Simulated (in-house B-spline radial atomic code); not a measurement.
The tungsten ion W⁷⁺: [Xe] 4f12 9g1 (an excited or competing configuration)

Computed with a radial B-spline atomic code at the basis-set limit: Dirac-Hartree-Fock, average of configuration, Fermi nucleus of rms radius 5.3658 fm.

Screening seen three ways: the hydrogenic charge with the same mean radius, Z_r = [3n² - l(l+1)]/(2<r>), the one with the same energy, Z_e = n√(-2ε), and Slater's rules. Values are occupation-weighted means over j. An effective charge above Z reflects the relativistic contraction of the inner shells.

```
shell  electrons   ε (eV)  <r> (bohr)    Z_r    Z_e  Slater
   1s          2   -70104     0.01835  81.76  71.78   73.70
   2s          2   -12351      0.0769  78.02  60.26   69.85
   2p          6   -10887     0.06901  72.45  56.57   69.85
   3s          2  -3014.3      0.2001  67.47  44.65   62.75
   3p          6  -2567.5      0.2001  62.47  41.21   62.75
   3d         10  -2017.2      0.1824  57.56  36.53   52.85
   4s          2  -761.86      0.4477  53.61  29.93   46.25
   4p          6  -610.27      0.4734  48.59  26.79   46.25
   4d         10  -406.11      0.5057  41.53  21.85   34.85
   5s          2  -211.72       1.016  36.91  19.72   18.05
   4f         12  -183.61      0.5606  32.11  14.69   24.15
   5p          6  -165.46       1.129  32.33  17.44   18.05
   9g          1    -10.9       13.68   8.15   8.06       -
```

The least bound orbital is 9g7/2 at -10.9 eV, and it is also the most diffuse (<r> = 13.68 bohr). The part-filled 4f shell lies below the filled 5p shell in orbital energy.

Spin-orbit splittings of the orbital energies (j = l + 1/2 above j = l - 1/2 when positive): 2p 1355 eV, 3p 297.6 eV, 3d 64 eV, 4p 70.54 eV, 4d 13.31 eV, 4f 2.533 eV, 5p 12.97 eV, 9g -0.002128 eV.

For the 1s electron the small component carries 7.79 % of the norm, the zero-frequency Breit interaction raises the level by 243.4 eV, self-energy by 152 eV, and vacuum polarisation lowers it by 28.75 eV.
